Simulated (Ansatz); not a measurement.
This geometry of BCl2F + H2 (6 atoms, charge 0, multiplicity 1) is a first-order saddle point.

Theory: RKS B3LYP-D4/cc-pVDZ (Ansatz).

```xyz
6
Properties=species:S:1:pos:R:3
B 0.014 -0.288 -0.016
F 0.021 0.062 1.570
Cl 1.547 0.197 -0.772
Cl -1.546 0.145 -0.748
H 0.038 -1.579 0.319
H 0.037 -1.063 1.242
```

**Question.** Which two structures does it join? (They come from a converged band through this point; their orientation in space is the band's.)

**Answer.** Bonds broken: B1–F2, H5–H6. Bonds formed: B1–H5, F2–H6. BCl2F + H2 becomes BCl2H + FH.

Initial state:

```xyz
6
Properties=species:S:1:pos:R:3
B -0.004 0.516 -0.087
F -0.004 0.780 1.211
Cl 1.529 0.386 -0.934
Cl -1.536 0.315 -0.920
H 0.063 -2.465 0.840
H 0.064 -2.058 1.484
```

Final state:

```xyz
6
Properties=species:S:1:pos:R:3
B 0.015 -0.484 -0.543
F 0.018 -0.087 1.907
Cl 1.523 0.351 -0.895
Cl -1.530 0.288 -0.881
H 0.040 -1.639 -0.232
H 0.046 -0.956 2.239
```

**Question.** How far does it lie above each of them?

**Answer.** 2.04 eV above the first and 0.82 eV above the second. This is the barrier of this one path; another mechanism may lie lower. The orbitals stay closed-shell, which can raise the energy where a bond breaks towards radicals; this wasn't checked here.

Time of the run: 4.9 min on 1 thread of Intel(R) Xeon(R) 6975P-C (Granite Rapids) (shared host), peak memory 0.16 GiB.
